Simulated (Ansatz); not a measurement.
`C[CH2][InH][OH]` + `C[SeH]` → `CC[Se]C` + `[OH][InH2]`  (substitution at a C–In bond)

Isolated molecules relaxed with PBE0-D4/def2-TZVP in Ansatz; ΔE leaves out vibrations. CBS: MP2 limit from def2 TZ/QZ plus the TZ coupled-cluster correction, frozen cores. Functionals use def2-TZVPP. B3LYP here is the variant with VWN-RPA as its local correlation; programs differ in this. HSE06 is defined as in plane-wave codes. def2 core potentials past Kr. For In, Se outer-core shells are correlated without core-valence functions, which leaves a few kJ/mol of doubt a bond. Scalar relativity is left out up to krypton. One conformer a species, not always the lowest.

Q: Is it downhill or uphill in electronic energy at CCSD(T)/CBS, and by how much? (Best estimate.)

A: The calculation gave: Uphill: ΔE = +2.8 kcal/mol.

Q: What do these levels give: PBE-D4, B3LYP-D4, r2SCANh-D4, HSE06-D4, BHLYP-D4, B3LYP, r2SCANh, CAM-B3LYP, CCSD/def2-SVP, SCS-MP2/def2-TZVPP, HF/CBS(def2), MP2/CBS(def2)? (An estimate is asked.)

A: The calculation gave: PBE-D4 2.0, B3LYP-D4 1.9, r2SCANh-D4 1.7, HSE06-D4 1.7, BHLYP-D4 1.5, B3LYP 2.7, r2SCANh 1.8, CAM-B3LYP 2.1, CCSD/def2-SVP 3.3, SCS-MP2/def2-TZVPP 2.2, HF/CBS(def2) 1.0, MP2/CBS(def2) 3.0 kcal/mol.

Largest T1 diagnostic among the species: 0.017.

From BLYP to BHLYP (50 % exact exchange), in def2-TZVPP and without D4, ΔE moves by −1.3 kcal/mol. The D4 term adds −0.9 kcal/mol with B3LYP and −0.4 kcal/mol with PBE0; it sums over pairs of atoms, weighted by their polarisabilities, and B3LYP, whose exchange is more repulsive, gets the larger term.
